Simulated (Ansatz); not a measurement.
Ideal-gas functions of CH₃BO₂ (`B1OCO1`) at 600 K and 1 bar, from an Ansatz frequency run at PBE0-D4/def2-TZVP.

Molar mass 57.85 g/mol, point group C2v (symmetry number 2), electronic degeneracy 1, moments of inertia 31.051, 36.587, 64.323 u Å². Harmonic wavenumbers (cm⁻¹, unscaled): 401, 884, 895, 905, 958, 1089, 1139, 1144, 1206, 1249, 1418, 1534, 2732, 3072, 3140.

Use S(trans) = R[1.5 ln M + 2.5 ln T − 1.1517]; rotational temperatures θ = 24.2544 K / I; S(rot) = R[ln(√π/σ · √(T³/θAθBθC)) + 1.5]; for each mode x = 1.438777 ν̃/T, S = R[x/(eˣ − 1) − ln(1 − e⁻ˣ)] and H = RT x/(eˣ − 1); 1 cm⁻¹ = 0.0119627 kJ/mol; R = 8.31446 J/(mol·K).

By hand: the entropy, in J/(mol·K).

Translation 174.0. Rotation: θ = 0.7811, 0.6629, 0.3771 K, giving 98.0. Vibration, mode by mode: 8.95, 3.47, 3.40, 3.33, 3.02, 2.35, 2.14, 2.12, 1.89, 1.74, 1.26, 1.01, 0.09, 0.04, 0.04, in all 34.8. Electronic 0.0. Sum 306.8 J/(mol·K).

By hand: H − E and G − E in kJ/mol, counted from the electronic energy.

Zero-point energy ½ × 21766 × 0.0119627 = 130.2; thermal vibration 14.2; translation, rotation and pV give 4 RT = 20.0. H − E = 164.4 kJ/mol, and G − E = 164.4 − 600 × 306.8/1000 = -19.7 kJ/mol.

Vibration gives 11 % of the entropy.
